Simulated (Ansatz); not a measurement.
Relaxation of ClGaH3N (6 atoms, charge 0, multiplicity 1), to a largest force component of 0.02 eV/Å in at most 40 steps.

Theory: Ansatz, RKS revPBE/def2-SVP.

```xyz
6
Properties=species:S:1:pos:R:3
Ga 0.000 0.000 0.000
H 0.000 0.000 1.570
Cl 1.940 0.000 -1.120
N -1.671 0.000 -0.965
H -2.340 -0.816 -0.866
H -1.920 0.816 -1.594
```

Question: Where does it end, and by what steps?

Answer: It converged. After 8 steps the energy has fallen by 0.584 eV; H6 moved furthest, 0.76 Å.

```csv
step,energy less start (eV),largest force component (eV/Å),accepted
0,0.0000,1.587,yes
1,-0.2590,1.258,yes
2,-0.3964,1.327,yes
3,-0.5043,0.777,yes
4,-0.5521,0.242,yes
5,-0.5800,0.196,yes
6,-0.5817,0.252,yes
7,-0.5841,0.035,yes
8,-0.5842,0.005,yes
```

```xyz
6
Properties=species:S:1:pos:R:3
Ga -0.053 -0.047 0.033
H 0.047 -0.370 1.559
Cl 1.742 0.401 -1.127
N -1.591 -0.004 -0.941
H -2.520 -0.190 -0.559
H -1.617 0.211 -1.940
```

Whether the end is a true minimum wasn't checked by a vibrational analysis.

The run took 23 s on 1 thread of Arm Neoverse V1 (shared host), peak memory 0.14 GiB.
